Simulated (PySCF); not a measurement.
**Sc: excitation energy**

Sc [Ar] 3d1 4s2 (2D) → Sc [Ar] 3d1 4s1 5s1 (4D), as a difference of total energies. All numbers are calculated (PySCF 2.14, scalar relativity by spin-free X2C-1e, in aug-cc-pVQZ-DK). Correlated levels: valence: [Ar] frozen. The calculations carry no spin-orbit coupling.

```json
{"method": "UHF", "excitation energy (cm⁻¹)": "26285"}
{"method": "LDA", "excitation energy (cm⁻¹)": "34263"}
{"method": "PBE", "excitation energy (cm⁻¹)": "33073"}
{"method": "PBE0", "excitation energy (cm⁻¹)": "32151"}
{"method": "TPSS", "excitation energy (cm⁻¹)": "32996"}
{"method": "BLYP", "excitation energy (cm⁻¹)": "34371"}
{"method": "BHandHLYP", "excitation energy (cm⁻¹)": "33553"}
{"method": "MP2 (valence)", "excitation energy (cm⁻¹)": "31649"}
{"method": "SCS-MP2 (valence)", "excitation energy (cm⁻¹)": "33243"}
```

The promoted electron is Rydberg-like, and one or two diffuse shells describe it only roughly, which tends to raise the upper state.
